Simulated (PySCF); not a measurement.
C4H4N3 (doublet state).
Structure used (GFN2-xTB), in Å, numbered top down from 1:
```xyz
11
C4H4N3 angstrom
N      2.8772    0.6137    0.3669
C      1.7275    0.2163    0.4457
C      0.4774   -0.0792    0.0196
N      0.0637   -1.2914   -0.3968
C     -1.2606   -1.1761   -0.5886
C     -1.7057    0.0851   -0.2858
N     -0.6012    0.7882    0.1176
H      3.5028    0.5774    1.1690
H     -1.8313   -2.0147   -0.9354
H     -2.6809    0.5249   -0.3136
H     -0.5636    1.7585    0.3753
```

The hyperfine couplings belong to this conformer and change with its torsions.

As a line formula: `[H]/N=[C]/C1=NC=CN1` [radical].

Level of theory: UKS B3LYP, pcH-1 on C H N, non-relativistic, mean-field spin-orbit, GIAO (PySCF 2.14.0). Isolated species at its GFN2-xTB geometry (one conformer only). Couplings are sensitive to structure, and on GFN2-xTB geometries they can be far from those on DFT ones. The frame is twisted about the C2–C3 bond at this geometry (dihedral N1–C2–C3–N7 = -93°); couplings at other torsion angles weren't computed. The SCF solution wasn't tested for stability.

(1) Predict the first-order ENDOR lines of N1, N4, N7, H8, H10, H11 and H9 under fast tumbling at B = 345.4 mT (X band).

(2) Which pairs are centred on the nuclear Larmor frequency, and which on half the coupling?

(3) At what field would the lower line of H11 fall to zero frequency?

Results:

(1) ν± = |νn ± a/2|, one line for each electron-spin manifold; νn = |g_N| × 7.62259 MHz/T × B.

| nuclei | isotope | g_N | νn (MHz) | a_iso (MHz) | lower line (MHz) | upper line (MHz) |
| --- | --- | --- | --- | --- | --- | --- |
| N1 | 14N | 0.4038 | 1.06 | 19.44 | 8.66 | 10.78 |
| N4 | 14N | 0.4038 | 1.06 | 9.85 | 3.86 | 5.99 |
| N7 | 14N | 0.4038 | 1.06 | 4.81 | 1.34 | 3.47 |
| H8 | 1H | 5.5857 | 14.71 | 153.65 | 62.12 | 91.53 |
| H10 | 1H | 5.5857 | 14.71 | -15.47 | 6.97 | 22.44 |
| H11 | 1H | 5.5857 | 14.71 | -9.27 | 10.07 | 19.34 |
| H9 | 1H | 5.5857 | 14.71 | 1.68 | 13.87 | 15.55 |

(2) Centred on νn, since |a| < 2νn: H10, H11 and H9. Centred on |a|/2 and split by 2νn: N1, N4, N7 and H8.

(3) Where νn = |a|/2, that is B = 4.64 MHz/(5.5857 × 7.62259 MHz/T) = 109 mT, as far as first order holds there.

Time: 34 s (grids of density and orbitals included); peak memory 0.75 GiB. Hardware: one thread, Arm Neoverse V1 (aarch64) (shared host).
